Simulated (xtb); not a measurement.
strontium atom (Sr), singlet (GFN-xTB shapes and energies of metal compounds can be far from the true ones); GFN2-xTB with ALPB(acetonitrile) (xtb 6.7.1).

Input for xtb:
```
$ xtb mol.xyz --gfn 2 --alpb acetonitrile --json

# file mol.xyz
1

Sr     0.00000000     0.00000000     0.00000000
```

The log (banner, timings and long lists left out):

```
   ID    Z sym.   atoms
    1   38 Sr     1

           -------------------------------------------------
          |                Calculation Setup                |
           -------------------------------------------------

           -------------------------------------------------
          |                 G F N 2 - x T B                 |
           -------------------------------------------------

      * Solvation model:               ALPB
        Solvent                        acetonitrile
        Parameter file                 internal GFN2-xTB/ALPB
        Dielectric constant                3.7500E+01
        Reference state                gsolv [1 M gas/solution]
        Free energy shift                  5.1987E-03 Eh       3.2622E+00 kcal/mol
        Temperature                        2.9815E+02 K
        Density                            7.8600E-01 kg/L
        Solvent mass                       4.1050E+01 g/mol
        Interaction kernel             P16
        Born radius scaling (c1)           1.7214E+00
        Born radii integrator          GBOBC
        Born offset                        0.0000E+00 a0       0.0000E+00 AA
        H-bond correction              true
        Ion screening                  false
        Surface tension                    1.0000E-05 Eh       1.5569E+01 dyn/cm
        Grid points                               230 per atom

          ...................................................
          :                      SETUP                      :
          :.................................................:
          :  # basis functions                  10          :
          :  # atomic orbitals                   9          :
          :  # shells                            3          :
          :  # electrons                         2          :
          :  max. iterations                   250          :
          :  Hamiltonian                  GFN2-xTB          :
          :  restarted?                      false          :
          :  GBSA solvation                   true          :
          :  PC potential                    false          :
          :  electronic temp.          300.0000000     K    :
          :  accuracy                    1.0000000          :
          :  -> integral cutoff          0.2500000E+02      :
          :  -> integral neglect         0.1000000E-07      :
          :  -> SCF convergence          0.1000000E-05 Eh   :
[...]
         :: total energy              -0.496155985869 Eh    ::
[...]

         #    Occupation            Energy/Eh            Energy/eV
      -------------------------------------------------------------
         1        2.0000           -0.2312154              -6.2917 (HOMO)
         2                         -0.0688122              -1.8725 (LUMO)
         3                         -0.0688122              -1.8725
         4                         -0.0688122              -1.8725
         5                         -0.0327250              -0.8905
         6                         -0.0327250              -0.8905
         7                         -0.0327250              -0.8905
         8                         -0.0327250              -0.8905
         9                         -0.0327250              -0.8905
      -------------------------------------------------------------
                  HL-Gap            0.1624032 Eh            4.4192 eV
             Fermi-level           -0.1500138 Eh           -4.0821 eV

     #   Z          covCN         q      C6AA      α(0)
     1  38 Sr       0.000     0.000  3539.737   207.060

 Mol. C6AA /au·bohr⁶  :       3539.736928
 Mol. C8AA /au·bohr⁸  :     798963.907399
 Mol. α(0) /au        :        207.060069

Wiberg/Mayer (AO) data.
largest (>0.10) Wiberg bond orders for each atom

 ---------------------------------------------------------------------------
     #   Z sym  total        # sym  WBO       # sym  WBO       # sym  WBO
 ---------------------------------------------------------------------------
     1  38 Sr   0.000
 ---------------------------------------------------------------------------

molecular dipole:
                 x           y           z       tot (Debye)
 q only:        0.000       0.000       0.000
   full:        0.000       0.000       0.000       0.000
molecular quadrupole (traceless):
                xx          xy          yy          xz          yz          zz
 q only:        0.000       0.000       0.000       0.000       0.000       0.000
  q+dip:        0.000       0.000       0.000       0.000       0.000       0.000
   full:        0.000       0.000       0.000       0.000       0.000       0.000

           -------------------------------------------------
          | TOTAL ENERGY               -0.496155985869 Eh   |
          | GRADIENT NORM               0.000000000000 Eh/α |
          | HOMO-LUMO GAP               4.419217000000 eV   |
           -------------------------------------------------

normal termination of xtb
```
